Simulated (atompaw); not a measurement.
**An all-electron radial function and its pseudo partner (chlorine (Cl))**

Columns: radius, all-electron u(r) and pseudo u(r) of the 3p shell (level -8.61 eV) of chlorine in the configuration [Ne] 3s2 3p5; PBE, non-relativistic, PAW (atompaw) scheme, atompaw 4.2.0.5.

```tsv
r (bohr)	all-electron	pseudo
0.071	0.1225	-0.0058
0.142	0.2774	-0.0229
0.213	0.3537	-0.0508
0.285	0.3474	-0.0890
0.356	0.2807	-0.1351
0.427	0.1778	-0.1881
0.498	0.0570	-0.2462
0.569	-0.0685	-0.3076
0.640	-0.1901	-0.3704
0.712	-0.3041	-0.4337
0.783	-0.4046	-0.4940
0.854	-0.4920	-0.5506
0.925	-0.5666	-0.6022
0.996	-0.6283	-0.6479
1.067	-0.6777	-0.6869
1.138	-0.7158	-0.7188
1.210	-0.7438	-0.7438
1.281	-0.7623	-0.7612
1.352	-0.7729	-0.7719
1.423	-0.7766	-0.7761
1.494	-0.7745	-0.7744
1.565	-0.7675	-0.7675
1.637	-0.7564	-0.7564
1.708	-0.7421	-0.7421
1.779	-0.7252	-0.7252
1.850	-0.7063	-0.7063
```

(1) How many radial nodes do the two functions have?

(2) At about which radius was the pseudo-wave matched?

(3) Is the pseudo-wave norm-conserving?

## Answers

(1) The all-electron 3p function has n − l − 1 = 1; the pseudo-wave has 0, since the states of the same l below it are removed with the core.

(2) 1.60 bohr. The columns agree to 0.0005 from 1.42 bohr on; several derivatives are matched, so the curves merge somewhat inside the radius.

(3) No, it belongs to a PAW set: the norm inside the radius is not constrained, and the difference is carried by the augmentation charge.
